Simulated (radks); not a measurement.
Problem. Ne V, configuration [He] 2s1.5 2p2 3d0.5 (fractional occupations, a model configuration). Method: non-relativistic Kohn-Sham, LDA (Slater exchange, Perdew-Zunger correlation), spin-polarised, spherical densities, point nucleus; open shells are filled with parallel spins first; computed with a radial shooting solver on a logarithmic mesh with Libxc functionals. Some entries of the table are withheld. Estimate them.

orbital,occ.,eigenvalue (eV),r(max) (bohr),<r^2> (bohr^2)
1s up,1,(1),0.1033,(2)
1s down,1,(3),0.1032,(4)
2s up,1,-139.9092,0.6249,0.6670
2s down,0.5,-130.7263,0.6327,0.6964
2p up,2,-119.6550,0.5256,0.5780
2p down,0,-109.8604,0.5337,0.6145
3d up,0.5,-33.5158,1.649,4.489
3d down,0,-30.6771,1.757,5.098

Solution. 
(1) 1s up eigenvalue (eV): -958.5716
(2) 1s up <r^2> (bohr^2): 0.03390
(3) 1s down eigenvalue (eV): -954.4644
(4) 1s down <r^2> (bohr^2): 0.03365
